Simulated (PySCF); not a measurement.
# C₆ coefficients of unlike pairs at PBE0

Calculated with PySCF 2.14 from the dipole response of each species, C₆(A,B) = (3/π) ∫ α_A(iu) α_B(iu) du, in atomic units, from isotropic polarisabilities. For ions this is the dispersion term alone; charge-induced terms of lower order in 1/R come first.

```csv
species,configuration,basis,relativity,α (bohr³),C₆ (like pair)
Sn⁺,[Kr] 4d10 5s2 5p1 (2P),"aug-cc-pVQZ-PP with one added diffuse shell each of s, p, d, f, g type with ECP28MDF (8s8p6d4f3g)",core potential,27.22,207.1
Sn,[Kr] 4d10 5s2 5p2 (3P),aug-cc-pVDZ-PP with ECP28MDF (5s4p3d),core potential,56.99,607.1
P³⁺,[Ne] 3s2 (1S),def2-QZVPPD (10s6p5d2f1g),none,6.829,17.38
Cd⁺,[Kr] 4d10 5s1 (2S),aug-cc-pVTZ-PP with ECP28MDF (6s6p5d3f2g),core potential,23.69,139.8
```

Estimate C₆ for Cd⁺ with Sn⁺.

The integral gives 169.3. The combination rule 2 C_A C_B / (C_A α_B/α_A + C_B α_A/α_B) gives 169.9 and the geometric mean 170.2.

No spin-orbit coupling is included.

The other pairs:

| pair | C₆ |
| --- | --- |
| Cd⁺, Sn | 282.2 |
| P³⁺, Sn⁺ | 59.62 |
| P³⁺, Sn | 97.91 |
| Cd⁺, P³⁺ | 48.63 |
| Sn, Sn⁺ | 347.0 |
